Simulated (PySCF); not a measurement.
## Exercise with solution: dipole moment from atomic charges

In(OH)(PH2)2 (H₅InOP₂), SMILES [OH][In]([PH2])[PH2]. Atoms are numbered in the order given.

```xyz
9

In     0.1730    -0.0317    -0.0580
O      2.1213    -0.4362    -0.4849
H      2.3865    -0.0530    -1.3430
P     -0.3908    -0.9073     2.2507
H      0.2855    -2.1442     1.9446
H     -1.6642    -1.4110     1.7946
P     -1.1634     1.4053    -1.6827
H     -2.3556     0.6381    -1.4142
H     -0.7859     0.5454    -2.7796
```

Coordinates come from a PBE-D3(BJ)/def2-SVP optimisation. The structure was generated by enumeration; whether it is a known compound was not checked. The def2 effective core potentials stand for the cores of In; spin–orbit coupling is left out. One conformer was computed; it need not be the lowest.

Charges (e) from PBE/def2-TZVP run with PySCF:

```json
[
 {"atom": "In1", "ESP fit": "0.565", "Mulliken": "0.596"},
 {"atom": "O2", "ESP fit": "-0.682", "Mulliken": "-0.610"},
 {"atom": "H3", "ESP fit": "0.356", "Mulliken": "0.292"},
 {"atom": "P4", "ESP fit": "-0.195", "Mulliken": "-0.334"},
 {"atom": "H5", "ESP fit": "0.077", "Mulliken": "0.104"},
 {"atom": "H6", "ESP fit": "0.019", "Mulliken": "0.087"},
 {"atom": "P7", "ESP fit": "-0.233", "Mulliken": "-0.321"},
 {"atom": "H8", "ESP fit": "0.045", "Mulliken": "0.093"},
 {"atom": "H9", "ESP fit": "0.048", "Mulliken": "0.092"}
]
```

The dipole moment of the full density is 1.89 D.

What dipole moment does each set of point charges give, and which comes closer to that of the density?


μ = Σ q r, and 1 e Å = 4.8032 D.
ESP fit: Σ q r = (-0.305, -0.027, -0.240) e Å, |μ| = 1.87 D.
Mulliken: Σ q r = (-0.397, -0.153, -0.371) e Å, |μ| = 2.71 D.
ESP fit comes closer in size. Point charges leave out the atoms' own dipoles (lone pairs, polarised bonds); fits to the potential absorb them, partitions of the density don't.
